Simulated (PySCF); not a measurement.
# Correlation energy of B²⁺ (boron, charge +2)

[He] 2s1, 2S determinant. Calculation: PySCF 2.14, in def2-TZVPPD (6s3p3d1f, 37 functions); the non-relativistic Hamiltonian (point nucleus). Frozen: nothing; 3 electrons correlated.

| level | correlation energy (mhartree) |
| --- | --- |
| CCSD | -15.60 |
| (T) | -0.01 |
| CCSD(T) | -15.61 |
| CCSDT | -15.61 |

Diagnostics: T1 = 0.00048, D1 = 0.0010, largest double amplitude 0.015.

Task: Is a single reference adequate?

Result: Yes: T1 lies below 0.03 and no double amplitude reaches 0.07.

This basis was not built for core-valence correlation, so the inner-shell part is incomplete.
